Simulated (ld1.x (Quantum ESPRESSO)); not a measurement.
**What one change does to a pseudopotential (Al, TM)**

```
Element                 : aluminium
Generator               : ld1.x (Quantum ESPRESSO) 7.5
Type                    : norm-conserving Troullier–Martins (Kleinman–Bylander form)
Functional              : LDA (PZ)
Relativity              : scalar-relativistic
Frozen core             : [Ne]
Valence charge          : 3
Reference configuration : 3s1.75 3p1.25
Partial waves           : 3s (bound): rc 1.55 bohr; 3p (bound): rc 2.75 bohr; 3d channel at 0.05 Ry: rc 2.45 bohr
Local potential         : all-electron potential smoothed inside 2.05 bohr (lloc = -1)
Core correction         : Bessel-smoothed model core inside 0.95 bohr
```

Change: all radii but the core radius scaled by about 1.08 (s 1.68, p 2.98, d 2.64 bohr); local potential all-electron potential smoothed inside 2.22 bohr (lloc = -1).

Cutoffs: the cutoffs (Ry, on a coarse ladder) from which the occupation-weighted sum of valence levels, in a spherical-Bessel basis at the reference potential, stays within 10 and 1 mRy of its value at 400 Ry; they do not see the model core or the augmentation charge, which bear on the density cutoff. Errors are all-electron minus pseudo energies relative to the spin-unpolarised reference configuration.

Problem. How do hardness, ghosts and transferability respond?

Solution. The potential gets softer (21 Ry and 55 Ry → 10 Ry and 30 Ry); of the 9 tests that both files solve, the error grows in 0 and shrinks in 3 by more than 15 % and 0.3 meV (median size 1.3 → 0.6 meV); neither file shows a bound ghost. A larger radius leaves more room for a smooth pseudo-wave, so fewer plane waves are needed. That the errors move this way runs against the usual rule that smaller radii transfer better.

| quantity | base | changed |
| --- | --- | --- |
| cutoff, loose | 21 Ry | 10 Ry |
| cutoff, tight | 55 Ry | 30 Ry |
| loose cutoff by channel (10 mRy a level) | s 10 Ry, p 6 Ry | s 8 Ry, p 6 Ry |
| bound ghosts | none | none |
| error for 3s2 3p1, meV [ΔE -1.27 eV] | -0.1 | 0.0 |
| error for 3s2 3p0, meV [ΔE 4.58 eV] | +1.3 | +0.9 |
| error for 3s1 3p0, meV [ΔE 23.96 eV] | +17 | +13 |
| error for 3s2 3p1.3, meV [ΔE -1.87 eV] | +0.2 | +0.3 |
| error for 3s2 3p0.5, meV [ΔE 0.86 eV] | -0.2 | -0.1 |
| error for 3s1 3p1, meV [ΔE 10.40 eV] | +3.4 | +3.6 |
| error for 3s1 3p2, meV [ΔE 3.89 eV] | -1.3 | -0.6 |
| error for 3s1.75 3p1.25 (spin-polarised), meV [ΔE -0.33 eV] | +1.9 | +1.7 |
| error for 3s2 3p1 (spin-polarised), meV [ΔE -1.40 eV] | +0.7 | +0.6 |
